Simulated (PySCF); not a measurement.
CH₃F₂MoNS, SMILES [N](=[Mo]([F])(=[S])[F])C, multiplicity 1. Atoms are numbered in the order given.

```xyz
9

Mo    -0.2451    -0.2522     0.0000
N     -0.3574     1.4566     0.0000
C      0.1330     2.7921     0.0000
H     -0.2221     3.3304    -0.8951
H      1.2397     2.7851     0.0000
H     -0.2221     3.3304     0.8951
S      1.8408    -0.6418     0.0000
F     -1.0139    -0.8629     1.5798
F     -1.0139    -0.8629    -1.5798
```

Coordinates come from a B3LYP-D3(BJ)/def2-SVP optimisation. The multiplicity is an assumed one; no other spin state was optimised. The structure was generated by enumeration; whether it is a known compound was not checked. The def2 effective core potentials stand for the cores of Mo; spin–orbit coupling is left out.

Level of theory: ωB97X/def2-TZVP (PySCF).

ESP charges are fitted to the potential on shells at 1.4 to 2.0 van der Waals radii. Atomic charges (e):

| atom | ESP fit | Mulliken |
|---|---|---|
| Mo1 | 0.99 | 1.58 |
| N2 | ___ | -0.48 |
| C3 | -0.48 | -0.22 |
| H4 | 0.21 | 0.15 |
| H5 | 0.17 | 0.15 |
| H6 | 0.21 | 0.15 |
| S7 | ___ | -0.41 |
| F8 | ___ | -0.46 |
| F9 | ___ | -0.46 |

Problem. Complete the blanks. (An estimate is asked for; the answer gives what the named calculation found.)

Solution. 
- N2, ESP fit: -0.23
- S7, ESP fit: -0.27
- F8, ESP fit: -0.30
- F9, ESP fit: -0.30
